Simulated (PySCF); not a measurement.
Gas-phase reaction: Ga₂H₆ + 4 Cl → 2 GaCl₂ + 6 H. Level: PBE0/def2-TZVP; standard pressure 1 bar.

Energies from PySCF, thermal terms from the rigid-rotor harmonic-oscillator model, ideal gas at 1 bar. Open shells (unrestricted): Cl (multiplicity 2, electronic degeneracy 6), GaCl₂ (multiplicity 2), H (multiplicity 2); the rest are closed-shell singlets. Spin-orbit splitting is ignored; it lowers the true energy and changes the entropy of Cl. Ga: all electrons, no relativistic terms. Ga₂H₆, GaCl₂: computed as isolated molecules; such fragments, hydroxides, amides, oligomers or adducts are transient or little studied in the gas. The harmonic model lacks anharmonicity and excited electronic states, which grow with temperature; levels with a mode under 35 cm⁻¹ are left out. Soft modes under 120 cm⁻¹ make the harmonic entropy rough for GaCl₂.

```json
[
 {"T (K)": "800", "1000/T (1/K)": "1.2500", "log10 K": "0.21"},
 {"T (K)": "1000", "1000/T (1/K)": "1.0000", "log10 K": "3.97"},
 {"T (K)": "1200", "1000/T (1/K)": "0.8333", "log10 K": "6.49"},
 {"T (K)": "1400", "1000/T (1/K)": "0.7143", "log10 K": "8.29"},
 {"T (K)": "1600", "1000/T (1/K)": "0.6250", "log10 K": "9.63"},
 {"T (K)": "1800", "1000/T (1/K)": "0.5556", "log10 K": "?"}
]
```

### Question
Fit log10 K = a + b·(1000/T) to the five rows, get the mean ΔH° and ΔS°, and predict log10 K at 1800 K.

### Answer
Means: 1000/T = 0.8845, log10 K = 5.718. Sums of products about the means: Sxy = -3.70751, Sxx = 0.245860, so b = Sxy/Sxx = -15.08 and a = 5.718 − (-15.08)×0.8845 = 19.06.
ΔH° = −R ln 10 × 1000 K × b = −19.145 × (-15.08) = 289 kJ; ΔS° = R ln 10 × a = 365 J/K. The run's own values go from 288 kJ and 363 J/K at 800 K to 283 kJ and 362 J/K at 1800 K.
Prediction at 1800 K: 19.06 + (-15.08)×0.5556 = 10.68. The computed value is 10.66, 0.02 from the line.
For scale, ΔH°(298 K) is 269 kJ at this level, 313 kJ at ωB97M-V/def2-TZVP†, and runs from 215 to 379 kJ over the 19 levels computed († marks an energy on the PBE0/def2-TZVP geometry).
